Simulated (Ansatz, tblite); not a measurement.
Cost and result up the ladder for TiBr₂Cl₂ (5 atoms). Charge 0, multiplicity 1. Geometry: PBE-D4/def2-SVP.

| atom | x (Å) | y (Å) | z (Å) |
| --- | --- | --- | --- |
| Ti1 | 0.0031 | -0.0394 | 0.0072 |
| Br2 | -1.9247 | 1.0555 | -0.7015 |
| Br3 | 1.7226 | 1.5135 | 0.2295 |
| Cl4 | 0.5656 | -1.5387 | -1.4586 |
| Cl5 | -0.3665 | -0.9908 | 1.9233 |

Ansatz on 2 threads of AMD EPYC 7R13 on a shared host; xTB runs through tblite on one thread. Times are rough, summed over both states, and most runs start from the orbitals of an earlier one. PBE0-D4/def2-TZVP serves as the yardstick here, not as an exact answer. The other state is a doublet.

The xTB rows come from tblite. HOMO above LUMO, or a gap near zero within one spin, warns that the state may not be the lowest or that an electron is smeared out.

Run but left out: HF/def2-SVP, MP2/def2-SVP, CCSD/def2-SVP, CCSD(T)/def2-SVP (charge +1 doublet: ⟨S²⟩ 1.44, where a pure state has 0.75).

Raw xTB energies of ions are shifted by several eV.

| level | functions | vertical IE (eV) | difference from PBE0-D4/def2-TZVP (eV) | remarks |
| --- | --- | --- | --- | --- |
| GFN1-xTB | 45 | 15.57 | 4.83 | – |
| GFN2-xTB | 45 | 14.90 | 4.16 | – |
| PBE0-D4/def2-TZVP | 215 | 10.74 | 0.00 | – |
| PBE-D4/def2-TZVP (with forces) | 215 | 10.31 | -0.43 | gap within one spin near zero (+1 doublet) |
| r2SCANh-D4/def2-TZVP | 215 | 10.73 | -0.01 | – |

(1) Estimate how long each takes.

## Answers

(1) GFN2-xTB 0.02 s; GFN1-xTB 0.022 s; PBE-D4/def2-TZVP (with forces) 26 s; PBE0-D4/def2-TZVP 39 s; r2SCANh-D4/def2-TZVP 55 s. On shared hardware such times vary by a factor of up to 3.
